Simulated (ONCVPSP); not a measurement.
## tungsten: from the effect back to the setting (ONCV)

Base potential:

- Element: tungsten
- Generator: ONCVPSP 4.0.1
- Type: optimised norm-conserving Vanderbilt (ONCV)
- Functional: LDA (Perdew-Zunger)
- Relativity: scalar-relativistic
- Frozen core: [Kr] 4d10 4f14
- Valence charge: 14
- Reference configuration: 5s2 5p6 5d4 6s1.75 6p0.25
- Partial waves: 5s+6s: rc 1.75 bohr, ncon 4, nbas 7, qcut 9 1/bohr, 2 projectors; 5p+6p: rc 2.50 bohr, ncon 4, nbas 9, qcut 5.4 1/bohr, 2 projectors; 5d: rc 2.50 bohr, ncon 4, nbas 8, qcut 7.3 1/bohr, 3 projectors, debl 2.6 Ha
- Local potential: polynomial inside 1.65 bohr (lpopt 2, dvloc0 0 Ha)
- Core correction: polynomial model core, fcfact 0.2

Cutoffs, loose and tight: the cutoffs (Ha) at which the residual kinetic energy of the hardest occupied pseudo-wave falls to 1 and 0.1 mHa per electron. They do not see the model core or the augmentation charge, which bear on the density cutoff. Test errors are all-electron minus pseudo excitation energies from the reference, over the configurations 5s2 5p6 5d4 6s2 6p0; 5s2 5p6 5d4 6s1 6p0; 5s2 5p6 5d4 6s0 6p0; 5s1 5p6 5d4 6s2 6p0; variants that change the core or the reference have their own tests.

Only the scale of all radii but the core radius (base = 1) is moved (2 further runs of the sweep failed or gave no value and are left out):

| scale of all radii but the core radius (base = 1) | cutoff, loose | cutoff, tight | bound ghosts | largest test error (meV) |
| --- | --- | --- | --- | --- |
| 0.89 | 26 Ha | 31 Ha | none | -226 |
| 0.97 | 25 Ha | 30 Ha | none | -275 |
| 1.05 | 24 Ha | 29 Ha | none | -321 |
| 1.23 | 18 Ha | 22 Ha | s | -544 |

Problem. One more run gave cutoff, loose: 20 Ha; cutoff, tight: 24 Ha; bound ghosts: none; largest test error (meV): -493. Which value of the scale of all radii but the core radius (base = 1) was used?

Solution. 1.13. The loose cutoff moves one way along this sweep, from 26 Ha at 0.89 to 18 Ha at 1.23, which places the run between 1.05 and 1.23.
